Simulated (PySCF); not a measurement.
# Electron correlation in Sc (scandium, neutral)

Starting occupation: [Ar] 3d1 4s2, 3d3/2 with m_j = +3/2. All numbers are calculated (PySCF 2.14, X2C-1e with screened-nucleus spin-orbit coupling, Gaussian nucleus, in x2c-TZVPall-2c (6s7p4d1f, 54 functions)). Frozen: [Ne]; 11 electrons correlated.

MP2 pair energies summed by pair of shells (mhartree):

```json
{"pair": "3p-3p", "energy": "-126.37", "share (%)": "55.1"}
{"pair": "3p-4s", "energy": "-24.21", "share (%)": "10.6"}
{"pair": "3d-3p", "energy": "-21.17", "share (%)": "9.2"}
{"pair": "4s-4s", "energy": "-19.79", "share (%)": "8.6"}
{"pair": "3p-3s", "energy": "-19.49", "share (%)": "8.5"}
{"pair": "3d-4s", "energy": "-7.26", "share (%)": "3.2"}
{"pair": "3s-3s", "energy": "-6.00", "share (%)": "2.6"}
{"pair": "3d-3s", "energy": "-3.65", "share (%)": "1.6"}
{"pair": "3s-4s", "energy": "-1.36", "share (%)": "0.6"}
```

Total MP2 correlation energy: -229.31 mhartree.

The GHF reference relaxed away from the jj start to a determinant that is no pure jj level (⟨S²⟩ = 0.77, ⟨J²⟩ = 3.80); the energies belong to that determinant.

This basis was not built for core-valence correlation, so the inner-shell part is incomplete.
